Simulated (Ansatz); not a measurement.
`[SiH3][SnH2][SiH3]` + `BN[SiH3]` → `BN([SiH3])[SiH3]` + `[SiH3][SnH3]` at 400 K and 1 bar (cleavage of the Si–Sn bond).

Isolated molecules relaxed with PBE0-D4/def2-TZVP in Ansatz; ΔE leaves out vibrations. CBS: MP2 limit from def2 TZ/QZ plus the TZ coupled-cluster correction, frozen cores. Elements past krypton have def2 core potentials. For Sn outer-core shells are correlated without core-valence functions, which leaves a few kJ/mol of doubt a bond.

| species | CCSD(T)/CBS energy (Eh) | H − E (kJ/mol) | S (J/(mol·K)) |
| --- | --- | --- | --- |
| `[SiH3][SnH2][SiH3]` | -796.97679 | 202.6 | 418.8 |
| `BN[SiH3]` | -372.22946 | 191.4 | 318.7 |
| `BN([SiH3])[SiH3]` | -662.52490 | 240.8 | 386.1 |
| `[SiH3][SnH3]` | -506.68362 | 143.7 | 335.4 |

H − E and S are ideal-gas, rigid-rotor, harmonic terms from PBE0-D4/def2-TZVP. 1 Eh = 2625.50 kJ/mol, R = 8.31446 J/(mol·K).

Problem. By hand: ΔE, ΔH, ΔS and ΔG.

Solution. ΔE = (-662.52490) + (-506.68362) − (-796.97679) − (-372.22946) = -0.00227 Eh = -6.0 kJ/mol. Δ(H − E) = 240.8 + 143.7 − 202.6 − 191.4 = -9.5, so ΔH = -15.5 kJ/mol. ΔS = 386.1 + 335.4 − 418.8 − 318.7 = -16.0 J/(mol·K). ΔG = -15.5 − 400 × (-16.0)/1000 = -9.1 kJ/mol.

Problem. By hand: the equilibrium constant, and the temperature at which ΔG would vanish if ΔH and ΔS stayed fixed.

Solution. log₁₀ K = −ΔG/(RT ln 10) = 1.2. ΔG = 0 at ΔH/ΔS = 969 K, though so small a ΔS makes that figure unsure.

TΔS isn't small against ΔH here. A doubt of 5 kJ/mol in ΔE shifts log₁₀ K by 0.7 here. Modes under 60 cm⁻¹, often nearly free rotors, make the harmonic entropy too high. These are equilibria of isolated gas molecules and say nothing of rates. Largest T1 diagnostic: 0.013 (customary marks: 0.02 for closed shells, 0.045 for open ones).
